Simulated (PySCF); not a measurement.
H2SZn, SMILES [SH][ZnH].

Coordinates come from a B3LYP-D3(BJ)/def2-TZVP optimisation.

Calculation: B3LYP-D3(BJ)/def2-TZVP (PySCF).

Frequencies are harmonic and unscaled.

```tsv
mode	ν (cm⁻¹)	IR (km/mol)	moving atoms (share of kinetic energy)
1	387	19.5	S 62 %, Zn 32 %
2	417	71.6	H 94 %
3	444	53.4	H 94 %
4	644	6.1	H 93 %
5	1927	139.5	H 98 %
6	2660	0.9	H 97 %
```
